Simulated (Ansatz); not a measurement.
Consider the formal exchange of groups at a C–Si bond: `C=C[Si](F)(F)F` + `CO[SiH2]F` → `C=C[SiH](F)OC` + `F[SiH](F)F`.

Gas-phase electronic energies from Ansatz, PBE0-D4/def2-TZVP geometries. CBS: MP2 limit from def2 TZ/QZ plus the TZ coupled-cluster correction, frozen cores. Functionals use def2-TZVPP. B3LYP here is the variant with VWN-RPA as its local correlation; programs differ in this. Each species was taken in one conformer, which may not be the lowest.

```
             level  ΔE (kcal/mol)  difference from CCSD(T)/CBS
            PBE-D4            0.8                          0.3
           PBE0-D4            0.9                          0.4
          B3LYP-D4            0.9                          0.4
           ωB97X-V            0.9                          0.4
           ωB97M-V            0.9                          0.4
     HF/def2-TZVPP            1.8                          1.3
    MP2/def2-TZVPP            0.0                         -0.5
SCS-MP2/def2-TZVPP            0.4                         -0.1
   CCSD/def2-TZVPP            0.7                          0.2
     HF/def2-QZVPP            1.7                          1.2
       CCSD(T)/CBS            0.5                            0
```

Largest T1 diagnostic among the species: 0.012.

In def2-TZVPP, CCSD(T) changes the Hartree–Fock value by −1.3 kcal/mol (the triples alone add −0.2 kcal/mol) and MP2 by −1.7 kcal/mol.
